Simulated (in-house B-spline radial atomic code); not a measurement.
Values are calculated unless marked as measured or tabulated.
## C6 from the polarisability at imaginary frequency: the boron ion B⁺

RPBE linear response of the closed shell [He] 2s2, from an all-electron radial atomic-structure program (B-spline basis); scalar-relativistic (spin-free one-electron X2C), finite nucleus, no spin-orbit coupling.

The dispersion coefficient of two like species is C6 = (3/π) ∫ α(iu)² du from 0 to ∞.

```json
{"u (hartree)": "0", "α(iu) (bohr³)": "10.63"}
{"u (hartree)": "0.0849", "α(iu) (bohr³)": "9.971"}
{"u (hartree)": "0.198", "α(iu) (bohr³)": "7.839"}
{"u (hartree)": "0.339", "α(iu) (bohr³)": "5.276"}
{"u (hartree)": "0.566", "α(iu) (bohr³)": "2.894"}
{"u (hartree)": "0.849", "α(iu) (bohr³)": "1.609"}
{"u (hartree)": "1.27", "α(iu) (bohr³)": "0.8512"}
{"u (hartree)": "1.98", "α(iu) (bohr³)": "0.4087"}
{"u (hartree)": "2.83", "α(iu) (bohr³)": "0.2245"}
{"u (hartree)": "4.24", "α(iu) (bohr³)": "0.1145"}
{"u (hartree)": "7.07", "α(iu) (bohr³)": "0.04954"}
{"u (hartree)": "14.1", "α(iu) (bohr³)": "0.01565"}
```

(1) Fit one oscillator, α(iu) = α(0)/(1 + u²/ω²), through u = 0.0849 and estimate C6.

(2) How does that compare with the full integral?

## Answers

(1) From α(0)/α(iu) − 1 = 10.63/9.971 − 1 = 0.0661, ω = u/√0.0661 = 0.3302 hartree (9.0 eV). London's formula gives C6 = (3/4) α(0)² ω = 0.75 × 10.63² × 0.3302 = 27.99 hartree·bohr⁶, and the oscillator holds f = α(0) ω² = 1.16 electrons, of a sum of oscillator strengths of 4.0.

(2) The program's quadrature over all excitations gives C6 = 28.94, so the single oscillator is off by -3.3 %. At the last point the fit gives α = 0.00583 against 0.0157: higher excitations, and deeper shells where there are any, keep the true curve higher at large u.
